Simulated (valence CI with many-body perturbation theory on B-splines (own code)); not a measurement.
# Bi44+: E2, M1 decay

Calculated by relativistic CI+MBPT: three valence electrons over a frozen Dirac-Fock core [Kr], a basis of 9 s, 9 p, 10 d, 8 f, 5 g, 3 h, 1 i functions for each j, with the one-electron correlation potential Σ1 (screened to all orders), the two-electron term Σ2, the three-electron term Σ3, Breit, model QED; selected single and double excitations, second order for the rest (own B-spline code, finite nucleus).

The last digits are not significant, and no measured levels were compared; by estimate large intervals hold to a few tenths of a per cent, small ones and those within an open d or f shell to about a per cent. Only levels of the ground parity were solved; by the run's estimate the other parity begins above the list, which can be wrong where configurations are misplaced.

Lines 1 to 50 of 51 in falling wavelength, among levels below 938100 cm⁻¹, chosen from the decays that carry over 1 % of a level's rate. Wavelengths and rates use the calculated energies. Electric multipoles are in the length gauge, E1 and E2 with the static RPA response of the core. S is in atomic units (e²a₀⁴ for E2 and M2, e²a₀⁶ for E3), for M1 in squared Bohr magnetons. Weak lines are less certain than strong ones. Lines between different terms over intervals too small for the method are left out, as are lines whose strength nearly cancels. The highest levels of a list are the least certain.

Levels are named by their leading jj configuration (3d3/2^4 stands for four electrons in 3d with j = 3/2), which in mixed levels can hold well under half, so a name can repeat and another be missing. Letters in brackets count levels of one name in rising energy.

```tsv
λ vac (Å)	Upper	Lower	Type	A (s⁻¹)	S (a.u.)
2578	(4d3/2^2 4d5/2) J=7/2	(4d3/2^2 4d5/2) J=5/2 [a]	M1	6.91e+02	3.51e+00
2526	(4d3/2^2 4d5/2) J=9/2	(4d3/2^2 4d5/2) J=5/2 [a]	E2	2.07e-04	1.90e-04
1163	(4d3/2^2 4d5/2) J=5/2 [b]	(4d3/2^2 4d5/2) J=7/2	M1	6.71e+02	2.35e-01
965.9	(4d3/2^2 4d5/2) J=5/2 [b]	(4d3/2^2 4d5/2) J=3/2	M1	2.95e+03	5.92e-01
816.5	(4d3/2 4d5/2^2) J=3/2 [b]	(4d3/2 4d5/2^2) J=3/2 [a]	M1	3.74e+03	3.02e-01
801.3	(4d3/2^2 4d5/2) J=5/2 [b]	(4d3/2^2 4d5/2) J=5/2 [a]	M1	9.94e+02	1.14e-01
537.6	(4d5/2^3) J=3/2	(4d3/2 4d5/2^2) J=3/2 [b]	M1	1.90e+04	4.39e-01
535.7	(4d3/2 4d5/2^2) J=3/2 [a]	(4d3/2^2 4d5/2) J=5/2 [b]	M1	1.43e+04	3.27e-01
496.6	(4d3/2 4d5/2^2) J=5/2 [a]	(4d3/2^2 4d5/2) J=5/2 [b]	M1	7.69e+04	2.10e+00
446.4	(4d5/2^3) J=5/2	(4d3/2 4d5/2^2) J=3/2 [b]	M1	4.52e+04	8.95e-01
425.7	(4d3/2 4d5/2^2) J=5/2 [b]	(4d3/2^2 4d5/2) J=5/2 [b]	M1	1.03e+05	1.77e+00
421.4	(4d3/2 4d5/2^2) J=7/2 [b]	(4d3/2^2 4d5/2) J=5/2 [b]	M1	2.69e+04	5.96e-01
419.1	(4d3/2 4d5/2^2) J=7/2 [a]	(4d3/2^2 4d5/2) J=7/2	M1	1.15e+05	2.52e+00
415.2	(4d5/2^3) J=9/2	(4d3/2 4d5/2^2) J=11/2	M1	2.53e+04	6.71e-01
409.7	(4d3/2^2 4d5/2) J=5/2 [a]	(4d3/2^3) J=3/2	M1	3.40e+05	5.21e+00
390.0	(4d3/2 4d5/2^2) J=9/2	(4d3/2^2 4d5/2) J=9/2	M1	2.26e+05	4.98e+00
388.8	(4d3/2 4d5/2^2) J=9/2	(4d3/2^2 4d5/2) J=7/2	M1	1.32e+05	2.87e+00
384.2	(4d5/2^3) J=3/2	(4d3/2 4d5/2^2) J=5/2 [b]	M1	2.48e+04	2.09e-01
376.8	(4d3/2^2 4d5/2) J=3/2	(4d3/2^3) J=3/2	M1	2.69e+05	2.14e+00
370.2	(4d3/2 4d5/2^2) J=3/2 [a]	(4d3/2^2 4d5/2) J=1/2	M1	7.44e+04	5.60e-01
361.8	(4d5/2^3) J=9/2	(4d3/2 4d5/2^2) J=9/2	M1	2.85e+05	5.01e+00
360.5	(4d3/2 4d5/2^2) J=7/2 [a]	(4d3/2^2 4d5/2) J=5/2 [a]	M1	4.97e+05	6.90e+00
355.6	(4d3/2 4d5/2^2) J=1/2	(4d3/2^2 4d5/2) J=1/2	M1	4.38e+05	1.46e+00
353.5	(4d3/2^2 4d5/2) J=7/2	(4d3/2^3) J=3/2	E2	1.72e+02	6.79e-03
350.3	(4d3/2^2 4d5/2) J=1/2	(4d3/2^3) J=3/2	M1	1.01e+05	3.21e-01
347.9	(4d3/2 4d5/2^2) J=5/2 [a]	(4d3/2^2 4d5/2) J=7/2	M1	1.52e+04	1.42e-01
344.6	(4d3/2 4d5/2^2) J=3/2 [a]	(4d3/2^2 4d5/2) J=3/2	M1	4.30e+05	2.61e+00
342.6	(4d3/2 4d5/2^2) J=11/2	(4d3/2^2 4d5/2) J=9/2	M1	1.43e+05	2.56e+00
340.4	(4d5/2^3) J=3/2	(4d3/2 4d5/2^2) J=5/2 [a]	M1	2.45e+05	1.43e+00
339.0	(4d5/2^3) J=9/2	(4d3/2 4d5/2^2) J=7/2 [a]	M1	4.04e+05	5.83e+00
338.0	(4d5/2^3) J=5/2	(4d3/2 4d5/2^2) J=7/2 [b]	M1	8.68e+04	7.46e-01
336.3	(4d5/2^3) J=3/2	(4d3/2 4d5/2^2) J=1/2	M1	1.83e+05	1.03e+00
335.3	(4d5/2^3) J=5/2	(4d3/2 4d5/2^2) J=5/2 [b]	M1	1.37e+05	1.15e+00
331.9	(4d3/2 4d5/2^2) J=1/2	(4d3/2^2 4d5/2) J=3/2	M1	2.73e+04	7.39e-02
328.0	(4d3/2 4d5/2^2) J=5/2 [a]	(4d3/2^2 4d5/2) J=3/2	M1	2.48e+05	1.95e+00
324.2	(4d5/2^3) J=3/2	(4d3/2 4d5/2^2) J=3/2 [a]	M1	2.83e+05	1.43e+00
323.5	(4d3/2 4d5/2^2) J=3/2 [b]	(4d3/2^2 4d5/2) J=5/2 [b]	M1	2.34e+05	1.17e+00
321.1	(4d3/2 4d5/2^2) J=3/2 [a]	(4d3/2^2 4d5/2) J=5/2 [a]	M1	1.90e+05	9.33e-01
311.6	(4d3/2 4d5/2^2) J=5/2 [b]	(4d3/2^2 4d5/2) J=7/2	M1	1.13e+05	7.61e-01
310.1	(4d3/2 4d5/2^2) J=7/2 [b]	(4d3/2^2 4d5/2) J=9/2	M1	6.39e+04	5.65e-01
309.3	(4d3/2 4d5/2^2) J=7/2 [b]	(4d3/2^2 4d5/2) J=7/2	M1	7.75e+04	6.80e-01
306.6	(4d3/2 4d5/2^2) J=5/2 [a]	(4d3/2^2 4d5/2) J=5/2 [a]	M1	3.98e+04	2.55e-01
301.4	(4d5/2^3) J=5/2	(4d3/2 4d5/2^2) J=5/2 [a]	M1	2.34e+05	1.42e+00
288.6	(4d5/2^3) J=5/2	(4d3/2 4d5/2^2) J=3/2 [a]	M1	2.62e+05	1.40e+00
278.0	(4d3/2 4d5/2^2) J=5/2 [b]	(4d3/2^2 4d5/2) J=5/2 [a]	M1	1.07e+04	5.13e-02
276.2	(4d3/2 4d5/2^2) J=7/2 [b]	(4d3/2^2 4d5/2) J=5/2 [a]	M1	1.27e+04	7.96e-02
271.1	(4d3/2^2 4d5/2) J=5/2 [b]	(4d3/2^3) J=3/2	M1	2.91e+04	1.29e-01
262.8	(4d5/2^3) J=5/2	(4d3/2 4d5/2^2) J=7/2 [a]	M1	1.40e+05	5.65e-01
254.7	(4d3/2 4d5/2^2) J=3/2 [b]	(4d3/2^2 4d5/2) J=1/2	M1	5.65e+03	1.38e-02
242.3	(4d3/2 4d5/2^2) J=3/2 [b]	(4d3/2^2 4d5/2) J=3/2	M1	4.00e+04	8.44e-02
```
